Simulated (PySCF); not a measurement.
**Stretching MgPb**

Set-up: basis Mg aug-cc-pVDZ, Pb aug-cc-pVDZ-PP with ECP60; scalar-relativistic core potentials; PySCF 2.14. Energies in eV from Mg + Pb in their ground configurations at the same level. All curves are PBE0. state 1: ³Σ⁻ (triplet), unpaired electrons π ↑↑; state 2: Ms = 0 determinant of mixed spin (⟨S²⟩ near 1.0), unpaired electrons π ↑↓, a mixture of terms (⟨Lz²⟩ = 2.0), a second solution, started from another occupation; state 3: ³Π (triplet), unpaired electrons σ ↑, π ↑, a second solution, started from another occupation; state 4: Ms = 0 determinant of mixed spin (⟨S²⟩ near 1.0), unpaired electrons σ ↓, π ↑, a second solution, started from another occupation.

```csv
R (Å),state 1,state 2,state 3,state 4
2.435,-0.4420,-0.1711,0.6460,0.7264
2.548,-0.6751,-0.4034,0.2447,0.3295
2.661,-0.7995,-0.5261,-0.0233,0.0678
2.746,-0.8420,-0.5669,-0.1592,-0.0621
2.831,-0.8529,-0.5759,-0.2525,-0.1481
2.916,-0.8407,-0.5617,-0.3129,-0.2001
3.029,-0.7996,-0.5181,-0.3550,-0.2294
3.171,-0.7243,-0.4401,-0.3653,-0.2212
3.341,-0.6190,-0.3325,-0.3407,-0.1724
3.567,-0.4795,-0.1910,-0.2810,-0.0797
```

**Question.** Put a parabola through the three lowest points of the state 1 curve and estimate Re, k and ωe (reduced mass 21.5 u; 1 eV/Å² = 0.16022 mdyn/Å; ωe = 1302.8·√(k/μ) cm⁻¹).

**Answer.** Through R = 2.746, 2.831, 2.916 Å the second-order coefficient is 1.60 eV/Å², so Re ≈ 2.829 Å, k ≈ 0.512 mdyn/Å and ωe ≈ 201 cm⁻¹. A polynomial fit of higher order to the unrounded PBE0 energies gives Re = 2.824 Å, k = 0.524 mdyn/Å, ωe = 203 cm⁻¹; anharmonicity and rounding make the difference.

The higher-order fit for each curve: state 1: Re = 2.824 Å, ωe = 203 cm⁻¹, De = 0.85 eV; state 2: Re = 2.817 Å, ωe = 206 cm⁻¹, minimum 0.58 eV below the ground-state fragments; state 3: Re = 3.138 Å, ωe = 143 cm⁻¹, minimum 0.366 eV below the ground-state fragments; state 4: Re = 3.070 Å, ωe = 167 cm⁻¹, minimum 0.231 eV below the ground-state fragments.

Closed-shell solutions of metal pairs were not tested for spin polarisation, which can lower them a little. Spin–orbit coupling is left out, which matters for elements this heavy, above all for dissociation energies. The state is the lowest determinant that a PBE0 search found; another state may lie lower at other levels.
